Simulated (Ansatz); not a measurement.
Consider the formal hydrolysis of a Ge–S bond: `C[S][GeH]` + H₂O → `[OH][GeH]` + CH₃SH.

Program: Ansatz. Geometries: PBE0-D4/def2-TZVP. ΔE: electronic, gas phase. CCSD(T)/CBS is the MP2 limit (def2-TZVPP, def2-QZVPP) plus CCSD(T) − MP2 in def2-TZVPP, frozen cores. This one scheme is used for every species. DFT in def2-TZVPP. B3LYP here is the variant with VWN-RPA as its local correlation; programs differ in this. For Ge outer-core shells are correlated without core-valence functions, which leaves a few kJ/mol of doubt a bond. Scalar relativity is left out up to krypton.

(1) Is it downhill or uphill in electronic energy at CCSD(T)/CBS, and by how much? (Best estimate.)

(2) What do these levels give: B3LYP, r2SCAN0, CCSD(T)/def2-TZVPP, HF/def2-QZVPP, MP2/def2-QZVPP, MP2/CBS(def2)? (Estimate.)

Largest T1 diagnostic among the species: 0.016.

Results:

(1) The calculation gave: Uphill: ΔE = +44.1 kJ/mol.

(2) Computed: B3LYP 32.8, r2SCAN0 44.5, CCSD(T)/def2-TZVPP 36.4, HF/def2-QZVPP 21.9, MP2/def2-QZVPP 44.7, MP2/CBS(def2) 48.4 kJ/mol.

Leaving LDA and LC-ωPBE aside and taking each functional with its dispersion term where it has one, the values, not all of them listed here, spread over 19.8 kJ/mol, from ωB97X-V to HSE06-D4. LDA lies +6.6 kJ/mol from PBE without D4. The D4 term adds +7.0 kJ/mol with B3LYP and +3.7 kJ/mol with PBE0; it sums over pairs of atoms, weighted by their polarisabilities, and B3LYP, whose exchange is more repulsive, gets the larger term. In def2-TZVPP, CCSD(T) changes the Hartree–Fock value by +13.1 kJ/mol (the triples alone add +3.6 kJ/mol) and MP2 by +17.5 kJ/mol.
